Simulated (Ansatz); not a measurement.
Four-centre ligand exchange

Start structure (SiH5SOF, singlet), relaxed at PBE0-D4/def2-TZVP:

Si1  (-0.745, 0.561, 0.084)
F2  (0.655, 1.095, -0.483)
H3  (-1.269, -0.387, -0.925)
H4  (-0.522, -0.018, 1.419)
O5  (-1.767, 1.815, 0.305)
H6  (2.090, -1.099, -0.726)
S7  (1.596, -2.237, -0.213)
H8  (-2.145, 2.245, -0.462)
H9  (2.106, -1.975, 1.000)
(Å)

The step: SiH₃OF ([OH][SiH2][F]) + H₂S → SiH₄SO ([OH][SiH2][SH]) + HF; bonds formed: Si1–S7, F2–H6; bonds broken: Si1–F2, H6–S7. Computed with Ansatz 0.2.0 (basis: def2-TZVPP and def2-QZVPP); correlated methods freeze the cores. Extrapolation: Hartree–Fock as exp(−7.88 √X), correlation as X^−2.97. Energies below are by CCSD(T) at an estimated basis limit (MP2 extrapolated from triple and quadruple zeta, plus CCSD(T) − MP2 in triple zeta).

Problem. What are the electronic barrier and the energy of the step, from the start structure to the end structure? (An estimate is asked for; the value comes from the calculation.)

Solution. Computed: Barrier 44.70 kcal/mol; step energy 14.79 kcal/mol (uphill); reverse barrier, their difference, 29.91 kcal/mol. Barrier and step energy count from the start structure, the reverse barrier from the end structure.

The saddle point: One imaginary mode of 753i cm⁻¹.
```
  pair  start (Å)  saddle (Å)  end (Å)
Si1–S7       3.66        2.40     2.17
 F2–H6       2.63        1.27     0.94
Si1–F2       1.60        1.95     3.38
 H6–S7       1.34        1.51     2.18
```

Zero-point energy (harmonic, PBE0-D4): ZPE is 31.84 kcal/mol at the start and 31.72 kcal/mol at the saddle, so the barrier goes from 44.70 to 44.57 kcal/mol.

No T1 diagnostic of these runs exceeds 0.013.

Labels in which every atom is bracketed show which atoms are joined, not bond orders.

For scale, one of the runs: CCSD(T)/def2-TZVPP, 216 basis functions, launched by `ansatz run in.yaml --threads 4 --pin off --events-out ev --progress --plain --max-ram 9574MiB`. Hardware: 4 CPU threads of an Intel Xeon, shared host. Wall time 94 s; peak host memory 3.1 GiB.
